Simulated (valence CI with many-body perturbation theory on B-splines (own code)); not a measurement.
# Pt47+: one-electron terms

Level of theory: configuration interaction combined with many-body perturbation theory (CI+MBPT): three valence electrons over a frozen Dirac-Fock core [Ar] 3d10, a basis of 11 s, 11 p, 10 d, 8 f, 5 g, 2 h functions for each j, with the one-electron correlation potential Σ1 (screened to all orders), the two-electron term Σ2, the three-electron term Σ3, Breit, model QED; selected single and double excitations, second order for the rest, scaled by the run's own slope (own B-spline code, finite nucleus).

No measured spectrum was set against this ion. As an estimate, large intervals hold to a few tenths of a per cent, small ones and those within an open d or f shell to about a per cent.

These are the spectroscopic orbitals of the CI (the correlating ones are not listed), shaped by the core and the other valence electrons. h is the expectation value of the core's Dirac-Fock operator, without the valence repulsion; Σ1 is computed up to l = 3 at one energy for each symmetry, that of its lowest orbital but kept below the first core excitation, so for empty shells it is not the orbital's own correlation shift; Breit and QED include the response of the core.

```
Orbital  h (hartree)  Σ1 (cm⁻¹)  Breit (cm⁻¹)  QED (cm⁻¹)  ⟨r⟩ (bohr)
  4s1/2      -104.08     -15146         18182       13812      0.3665
  5s1/2      -62.493      -5589          8212        6394      0.6109
  6s1/2      -41.698      -2736          4313        3433      0.9194
  7s1/2        -29.8      -1567          2575        2062       1.289
  8s1/2      -22.355       -987          1661        1335       1.722
  9s1/2      -17.389       -664          1134         914       2.217
  4p1/2      -100.11     -16230         28514         802      0.3622
  5p1/2      -60.552      -6031         12983         381      0.6129
  6p1/2      -40.618      -3003          6951         211      0.9257
  7p1/2      -29.139      -1735          4188         128       1.301
  8p1/2      -21.923      -1099          2719        83.8       1.738
  9p1/2      -17.091       -742          1864        57.7       2.238
  4p3/2      -95.144     -13752         16420        1916      0.3825
  5p3/2      -58.212      -5407          7573         903      0.6386
  6p3/2      -39.328      -2757          4504         498      0.9569
  7p3/2      -28.353      -1614          2732         304       1.337
  8p3/2      -21.408      -1032          1782         199       1.781
  9p3/2      -16.736       -701          1227         137       2.286
  4d3/2       -89.08     -15957         12946        -630      0.3685
  5d3/2      -55.309      -6133          6079        -278      0.6333
  6d3/2      -37.717      -3120          3343        -149      0.9595
  7d3/2      -27.366      -1828          2040       -89.4       1.348
  8d3/2      -20.761      -1170          1337       -58.0       1.799
  4d5/2      -88.015     -14978          8187       -51.4      0.3740
  5d5/2      -54.791      -5760          3692        -4.1      0.6400
  6d5/2      -37.425      -2933          2034         3.3      0.9676
  7d5/2      -27.186      -1720          1230         4.0       1.357
  8d5/2      -20.642      -1102           802         3.4       1.810
  4f5/2      -81.582     -15246          5346        -430      0.3389
  5f5/2      -51.924      -5001          2306        -205      0.6147
  6f5/2      -35.868      -2496          1213        -115      0.9505
  7f5/2      -26.241      -1467           724       -70.7       1.348
  4f7/2      -81.291     -14521          2281        -209      0.3411
  5f7/2       -51.76      -4775          1012       -92.4      0.6174
  6f7/2       -35.77      -2393           550       -49.8      0.9537
  7f7/2      -26.179      -1411           333       -30.1       1.352
  5g7/2      -50.264                      253       -50.1      0.5601
  6g7/2      -34.931                      206       -34.6      0.9002
  7g7/2      -25.661                      145       -23.6       1.303
  5g9/2      -50.197                     -2.1         0.3      0.5614
  6g9/2      -34.892                     -0.1        -5.0      0.9016
  7g9/2      -25.636                     -1.1        -4.8       1.305
  6h9/2      -34.738                                           0.8079
 6h11/2      -34.713                                           0.8089
```

Among the shells of the start configuration 4s2 4p1, Σ1 is largest in size for 4p1/2, where it is 0.074 % of h.

Lowest root of each symmetry, sizes in configuration state functions:

```
   J  Parity  Roots  Reference  Variational  Second order  Change by selected CI (cm⁻¹)  Change by second order (cm⁻¹)
 1/2    even     13         78         9509         11066                         -2375                              0
 3/2    even     21        129        16646         12749                         -1331                             -1
 5/2    even     23        141        20814         16017                         -2060                              0
 7/2    even     16        114        19778         18287                         -2905                             -3
 9/2    even      9         79        14113         20166                         -3677                             -3
11/2    even      2         39         7477         15778                         -2310                             -5
 1/2     odd     15         79        10805          7950                         -2431                              0
 3/2     odd     27        131        19638         15318                         -2308                              0
 5/2     odd     28        140        23516         13285                         -2238                              0
 7/2     odd     23        119        22929         15195                         -2418                             -1
 9/2     odd     14         77        18842         15397                         -1336                             -1
11/2     odd      6         41        11812         15534                         -4012                             -3
13/2     odd      2         14         6347         13164                         -3633                             -3
```
